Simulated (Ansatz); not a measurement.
Job for Ansatz (a program for electronic structure): SC-NEVPT2 on CASSCF(2,2)/def2-SVP on CdH2Se (SMILES [SeH][CdH]), a point of a bond scan (R = 4.517 Å). Elements past Kr take the def2 small-core potentials; no spin–orbit coupling.

Ansatz 0.2 input:
```yaml
crystal:
  periodic: [false, false, false]
  atoms:
    - {symbol: Cd, position_ang: [-0.57782857, -0.43492185, -0.71648612]}
    - {symbol: H, position_ang: [-3.14030888, -2.38021350, -3.88646616]}
    - {symbol: Se, position_ang: [0.83268525, 0.66552990, 1.01516222]}
    - {symbol: H, position_ang: [0.95136823, -0.59636766, 1.76637103]}
basis:
  gaussian:
    orbitals: def2-SVP
    pivot_positions_ang: [[-0.57782857, -0.43492185, -0.71648612], [-3.14030888, -2.38021350, -3.88646616], [0.83268525, 0.66552990, 1.01516222], [0.95136823, -0.59636766, 1.76637103]]
magnetization: {spin_polarized: false}
correlation: {method: sc_nevpt2, electrons: outside_noble_gas, active_space: {window: {electrons: 2, orbitals: 2}}}
output: {orbitals: {seedname: ./end}}
```

The log:

```
WARN ansatz: RAYON_NUM_THREADS=1 ignored (pool sized by the plan → 1); use --threads N
Functional definition: HF
integrals: 0.02 GiB planned
779 factors; integrals over basis functions are off by at most 4.4e-4 eV
mean field: 0.20 GiB planned
mean field evaluation 1: about -69858.7120 eV, gradient 1.7e1 eV
mean field evaluation 2: about -69858.7760 eV, gradient 1.7e1 eV
mean field evaluation 4: about -69861.1758 eV, gradient 6.0e0 eV
mean field evaluation 8: about -69861.5138 eV, gradient 7.6e-1 eV
mean field evaluation 16: about -69861.5203 eV, gradient 1.8e-6 eV
mean field evaluation 32: about -69860.0476 eV, gradient 4.9e0 eV
mean field -69861.52027182 eV, -2567.3635161502 hartree, gradient 2.0e-6 eV, S^2 0.000000; 2 other end points of the search recorded, 0 dependent functions left out; unrestricted orbitals would lower it
reference -69861.52027182 eV, -2567.3635161502 hartree; 28, 28 occupied and 45, 45 virtual orbitals, 779 factors
configuration interaction: 0.12 GiB planned
configuration interaction: 0.00 GiB planned
state -69864.58526925 eV, -2567.4761527283 hartree
state -69864.58526925 eV, -2567.4761527283 hartree; corrected -69875.12870902 eV, -2567.8636169930 hartree
Total energy: -69875.12870902 eV, -2567.8636169930 hartree
```

The run converged.

Cost: around 5 core-seconds (rough).
